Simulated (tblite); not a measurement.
Compound: C8H7NS.
Atom-mapped SMILES: `[NH2:1][c:2]1[cH:3][cH:4][c:5]2[s:6][cH:7][cH:8][c:9]2[cH:10]1` (hydrogens: H11, H12 on N1; H13 on C3; H14 on C4; H15 on C7; H16 on C8; H17 on C10)

Structure optimised with GFN2-xTB, isolated species.

(1) List the bond lengths and angles at this level.

## Answers

(1) 
```json
{"bond": "N1–C2", "length (bohr)": "2.612", "order": "single"}
{"bond": "C2–C3", "length (bohr)": "2.656", "order": "aromatic"}
{"bond": "C3–C4", "length (bohr)": "2.601", "order": "aromatic"}
{"bond": "C4–C5", "length (bohr)": "2.620", "order": "aromatic"}
{"bond": "C5–S6", "length (bohr)": "3.295", "order": "aromatic"}
{"bond": "S6–C7", "length (bohr)": "3.273", "order": "aromatic"}
{"bond": "C7–C8", "length (bohr)": "2.548", "order": "aromatic"}
{"bond": "C8–C9", "length (bohr)": "2.698", "order": "aromatic"}
{"bond": "C9–C10", "length (bohr)": "2.631", "order": "aromatic"}
{"bond": "C2–C10", "length (bohr)": "2.622", "order": "aromatic"}
{"bond": "C5–C9", "length (bohr)": "2.659", "order": "aromatic"}
{"bond": "N1–H11, N1–H12", "length (bohr)": "1.903", "order": "single"}
{"bond": "C3–H13", "length (bohr)": "2.042", "order": "single"}
{"bond": "C4–H14", "length (bohr)": "2.039", "order": "single"}
{"bond": "C7–H15", "length (bohr)": "2.027", "order": "single"}
{"bond": "C8–H16", "length (bohr)": "2.032", "order": "single"}
{"bond": "C10–H17", "length (bohr)": "2.041", "order": "single"}
```

Bonds in one row agree within 0.02 bohr and their mean is given. Orders are formal, as drawn. A selection of angles:
```json
{"angle": "C2–N1–H11", "degrees": "116.2"}
{"angle": "H11–N1–H12", "degrees": "114.5"}
{"angle": "N1–C2–C3", "degrees": "119.7"}
{"angle": "N1–C2–C10", "degrees": "120.6"}
{"angle": "C3–C2–C10", "degrees": "119.6"}
{"angle": "C2–C3–C4", "degrees": "121.3"}
{"angle": "C2–C3–H13", "degrees": "118.8"}
{"angle": "C4–C3–H13", "degrees": "119.8"}
{"angle": "C3–C4–C5", "degrees": "118.7"}
{"angle": "C3–C4–H14", "degrees": "120.8"}
{"angle": "C5–C4–H14", "degrees": "120.5"}
{"angle": "C4–C5–S6", "degrees": "127.4"}
{"angle": "C4–C5–C9", "degrees": "121.2"}
{"angle": "S6–C5–C9", "degrees": "111.4"}
{"angle": "C5–S6–C7", "degrees": "90.6"}
{"angle": "S6–C7–C8", "degrees": "113.6"}
{"angle": "S6–C7–H15", "degrees": "118.3"}
{"angle": "C8–C7–H15", "degrees": "128.0"}
{"angle": "C7–C8–C9", "degrees": "112.8"}
{"angle": "C7–C8–H16", "degrees": "123.9"}
{"angle": "C9–C8–H16", "degrees": "123.3"}
{"angle": "C8–C9–C10", "degrees": "129.0"}
{"angle": "C5–C9–C8", "degrees": "111.7"}
{"angle": "C5–C9–C10", "degrees": "119.3"}
{"angle": "C9–C10–H17", "degrees": "119.8"}
{"angle": "C2–C10–C9", "degrees": "119.9"}
{"angle": "C2–C10–H17", "degrees": "120.3"}
{"angle": "H12–N1–C2", "degrees": "116.2"}
```

The 6-membered ring C2–C3–C4–C5–C9–C10 has internal angles of 118.7° to 121.3° (sum 720°, against 720° for a flat polygon); it is planar, 0.00 Å rms from its mean plane, widest ring torsion 0°. The 5-membered ring C5–S6–C7–C8–C9 has internal angles of 90.6° to 113.6°; it is planar, 0.00 Å rms from its mean plane, widest ring torsion 0°. Of the pairs four or more bonds apart, H12···H13 is among the closest relative to their van der Waals radii: 2.38 Å, 99 % of the sum of Bondi's values. The 10 heavy atoms lie in one plane (0.018 Å rms). The C–C distances run from 1.348 Å (C7–C8, aromatic) to 1.428 Å (C8–C9, aromatic), a spread of 0.080 Å. N1 (aniline-type nitrogen) is pyramidal (angles 116.2°, 116.2° and 114.5°, sum 346.9°, 0.23 Å off the plane of its three neighbours).

Point group: near Cs, missed by 0.31 Å at most; the miss may be what the optimiser left on a soft mode. Its GFN2-xTB frequencies are all real (lowest 120 cm⁻¹).

The run took 0.34 s wall on one thread of an Arm Neoverse V1, on a shared host. These figures are those of the optimisation.

All values are computed, not measured.
